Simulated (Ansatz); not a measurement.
Relaxation of CH$_{6}$BClO (10 atoms, charge 0, multiplicity 1), to a largest force component of 0.03 eV/Å in at most 50 steps.

All numbers below come from RKS PBE0-D4/6-31G* in Ansatz 0.2.0.

```xyz
10
Properties=species:S:1:pos:R:3
B 0.122 0.469 -0.433
Cl -0.303 0.291 2.600
O 1.252 -0.274 -0.463
H 1.080 -1.178 -0.755
C -1.299 -0.015 -0.880
H -1.357 -1.084 -1.118
H -2.053 0.202 -0.113
H -1.602 0.548 -1.775
H 0.308 1.599 -0.072
H 0.216 1.160 1.734
```

Q: Where does it end, and by what steps?

A: The forces met the threshold. The force dipped under the threshold on the way, but the program's further checks kept it going. After 37 steps the energy has fallen by 0.267 eV; Cl2 moved furthest, 2.14 Å.

| step | energy less start (eV) | largest force component (eV/Å) | accepted |
| --- | --- | --- | --- |
| 0 | 0.0000 | 0.761 | yes |
| 2 | -0.0618 | 0.448 | yes |
| 4 | -0.0614 | 0.691 | no |
| 6 | -0.0742 | 0.038 | yes |
| 8 | -0.0747 | 0.054 | yes |
| 10 | -0.0758 | 0.125 | yes |
| 12 | -0.0766 | 0.016 | yes |
| 14 | -0.0751 | 0.293 | no |
| 16 | -0.0773 | 0.139 | yes |
| 18 | -0.0811 | 0.101 | yes |
| 20 | -0.0896 | 0.432 | yes |
| 22 | -0.1521 | 0.471 | yes |
| 24 | -0.2256 | 0.298 | yes |
| 26 | -0.2483 | 0.422 | yes |
| 28 | -0.2599 | 0.106 | yes |
| 30 | -0.2639 | 0.067 | yes |
| 32 | -0.2646 | 0.014 | yes |
| 34 | -0.2657 | 0.138 | yes |
| 36 | -0.2664 | 0.103 | yes |
| 37 | -0.2667 | 0.016 | yes |

```xyz
10
Properties=species:S:1:pos:R:3
B -0.627 0.555 -0.247
Cl 1.686 0.846 3.150
O 0.308 -0.096 0.509
H 0.519 -0.981 0.181
C -1.287 -0.084 -1.516
H -0.934 -1.091 -1.769
H -2.376 -0.129 -1.383
H -1.127 0.563 -2.388
H -0.900 1.654 0.146
H 1.102 0.482 2.042
```

Whether the end is a true minimum wasn't checked by a vibrational analysis.

Run time: 3.5 min on 1 thread of Arm Neoverse N1 (shared host), peak memory 0.17 GiB.
